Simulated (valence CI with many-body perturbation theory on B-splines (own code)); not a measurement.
# Eu³⁰⁺ in three bases

Computed by relativistic CI+MBPT: five valence electrons over a frozen Dirac-Fock core [Ar] 3d10, a basis of 9 s, 9 p, 8 d, 6 f, 3 g, 1 h functions for each j, with the one-electron correlation potential Σ1 (screened to all orders), the two-electron term Σ2, the three-electron term Σ3, Breit, model QED; selected single and double excitations, second order for the rest, scaled by the run's own slope (own B-spline code, finite nucleus).

No measured spectrum was set against this ion. As an estimate, large intervals hold to a few tenths of a per cent, small ones and those within an open d or f shell to about a per cent. Among the levels kept, up to 760 cm⁻¹ of a level comes from second order outside the variational space, and about a tenth of that is noise between levels of different J, which matters for small intervals.

The reference run has the lowest level (4s^2 4p1/2^2 4p3/2) J=3/2 and an ionisation energy of 1168.39 eV. Its largest variational space holds 19999 state functions.

Levels are named by their leading jj configuration (3d3/2^4 stands for four electrons in 3d with j = 3/2), which in mixed levels can hold well under half, so a name can repeat and another be missing. Letters in brackets count levels of one name in rising energy.

Changed runs:
A. basis 6 s, 6 p, 5 d, 3 f, 1 g
B. basis 5 s, 5 p, 4 d, 2 f

Excitation energies of the reference run in cm⁻¹, and shifts in cm⁻¹:

```
                             Level  Reference       A      B
        (4s^2 4p1/2 4p3/2^2) J=3/2     282019    -113   -423
        (4s^2 4p1/2 4p3/2^2) J=5/2     316183     +22   +166
        (4s^2 4p1/2 4p3/2^2) J=1/2     359304     +84   +444
              (4s^2 4p3/2^3) J=3/2     646629     -16    +75
        (4s 4p1/2^2 4p3/2^2) J=5/2     843026    -157   -640
        (4s^2 4p1/2^2 4d3/2) J=3/2     902666    -5.7    +96
        (4s 4p1/2^2 4p3/2^2) J=1/2     944769    +7.5    +79
        (4s 4p1/2^2 4p3/2^2) J=3/2     984062    +142   +743
        (4s^2 4p1/2^2 4d5/2) J=5/2    1042940    +196   +989
      (4s 4p1/2 4p3/2^3) J=3/2 [a]    1147820    -193   -703
          (4s 4p1/2 4p3/2^3) J=5/2    1186240     -89   -269
(4s^2 4p1/2 4p3/2 4d3/2) J=3/2 [a]    1199020     -68   -119
            Ionisation energy (eV)    1168.39  -0.047  -0.19
```
